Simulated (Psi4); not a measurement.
diethyl ether (C$_{4}$H$_{10}$O), singlet, geometry from GFN2-xTB; SVWN/STO-3G (Psi4 1.11).

Here is a job for Psi4.
```
memory 2 GB

molecule mol {
0 1
  C     2.310993    0.429477   -0.101282
  C     0.806769    0.652775   -0.113293
  O     0.180120   -0.517695    0.366001
  C    -1.200705   -0.396782    0.609424
  C    -2.054427   -0.300458   -0.654687
  H     2.645654    0.214595    0.909714
  H     2.560890   -0.417470   -0.733897
  H     2.822100    1.315147   -0.468628
  H     0.541827    1.506769    0.531197
  H     0.472670    0.881418   -1.136113
  H    -1.394038    0.475801    1.254009
  H    -1.463539   -1.303290    1.161448
  H    -3.105742   -0.361442   -0.387101
  H    -1.812346   -1.120138   -1.326558
  H    -1.884219    0.640103   -1.173059
}

set basis sto-3g
set reference rks
set cholesky_tolerance 1e-3
set scf_type cd

energy('svwn')
print_variables()
```

Q: What does Psi4 print? Leave out banner, timings and long lists.

A: 
```
   => Loading Basis Set <=

    Name: STO-3G
    Role: ORBITAL
    Keyword: BASIS

         ---------------------------------------------------------
                                   SCF
               by Justin Turney, Rob Parrish, Andy Simmonett
                          and Daniel G. A. Smith
                              RKS Reference
         ---------------------------------------------------------

  ==> Geometry <==

    Molecular point group: c1
    Full point group: C1

    Geometry (in Angstrom), charge = 0, multiplicity = 1:

       Center              X                  Y                   Z               Mass
    ------------   -----------------  -----------------  -----------------  -----------------
         C            2.302744466433     0.453973304885    -0.119593602745    12.000000000000
         C            0.798520466433     0.677271304885    -0.131604602745    12.000000000000
         O            0.171871466433    -0.493198695115     0.347689397255    15.994914619570
         C           -1.208953533567    -0.372285695115     0.591112397255    12.000000000000
         C           -2.062675533567    -0.275961695115    -0.672998602745    12.000000000000
         H            2.637405466433     0.239091304885     0.891402397255     1.007825032230
         H            2.552641466433    -0.392973695115    -0.752208602745     1.007825032230
         H            2.813851466433     1.339643304885    -0.486939602745     1.007825032230
         H            0.533578466433     1.531265304885     0.512885397255     1.007825032230
         H            0.464421466433     0.905914304885    -1.154424602745     1.007825032230
         H           -1.402286533567     0.500297304885     1.235697397255     1.007825032230
         H           -1.471787533567    -1.278793695115     1.143136397255     1.007825032230
         H           -3.113990533567    -0.336945695115    -0.405412602745     1.007825032230
         H           -1.820594533567    -1.095641695115    -1.344869602745     1.007825032230
         H           -1.892467533567     0.664599304885    -1.191370602745     1.007825032230

  Running in c1 symmetry.

  Rotational constants: A =      0.46496  B =      0.08315  C =      0.07764 [cm^-1]
  Rotational constants: A =  13939.23184  B =   2492.75102  C =   2327.58969 [MHz]
  Nuclear repulsion =  191.929785369268188

  Charge       = 0
  Multiplicity = 1
  Electrons    = 42
  Nalpha       = 21
  Nbeta        = 21

  ==> Algorithm <==

[...]
   @RKS iter   2:  -229.44385215392512    1.19436e-02   6.37973e-03 DIIS/ADIIS
   @RKS iter   3:  -229.47151634883244   -2.76642e-02   4.45982e-04 DIIS/ADIIS
   @RKS iter   4:  -229.47163951170580   -1.23163e-04   2.10796e-04 DIIS/ADIIS
   @RKS iter   5:  -229.47167570950199   -3.61978e-05   1.76484e-05 DIIS
   @RKS iter   6:  -229.47167592408368   -2.14582e-07   6.47064e-06 DIIS
   @RKS iter   7:  -229.47167595593157   -3.18479e-08   4.81401e-07 DIIS
  Energy and wave function converged.

  ==> Post-Iterations <==

   Electrons on quadrature grid:
      Ntotal   =   41.9999971349 ; deviation = -2.865e-06

    Orbital Energies [Eh]
    ---------------------

    Doubly Occupied:

[...]
    Virtual:

[...]
    Final Occupation by Irrep:
              A
    DOCC [    21 ]
    NA   [    21 ]
    NB   [    21 ]

  @RKS Final Energy:  -229.47167595593157

   => Energetics <=

    Nuclear Repulsion Energy =            191.9297853692681883
    One-Electron Energy =                -693.5122616416190340
    Two-Electron Energy =                 304.9672095444416300
    DFT Exchange-Correlation Energy =     -32.8564092280223718
    Empirical Dispersion Energy =           0.0000000000000000
    VV10 Nonlocal Energy =                  0.0000000000000000
    Total Energy =                       -229.4716759559315733

Computation Completed

Properties will be evaluated at   0.000000,   0.000000,   0.000000 [a0]

Properties computed using the SCF density matrix

 Multipole Moments:

 ------------------------------------------------------------------------------------
     Multipole            Electronic (a.u.)      Nuclear  (a.u.)        Total (a.u.)
 ------------------------------------------------------------------------------------

 L = 1.  Multiply by 2.5417464519 to convert [e a0] to [Debye]
 Dipole X            :          0.4812733           -0.6546794           -0.1734061
 Dipole Y            :         -1.5955423            1.9442444            0.3487021
 Dipole Z            :          1.3704277           -1.4533795           -0.0829518
 Magnitude           :                                                    0.3981756

 ------------------------------------------------------------------------------------

  Variable Map:
  ----------------------------------------------------------------------------
[...]
  Array Variable Map:
  ----------------------------------------------------------------------------
[...]
[...]
```
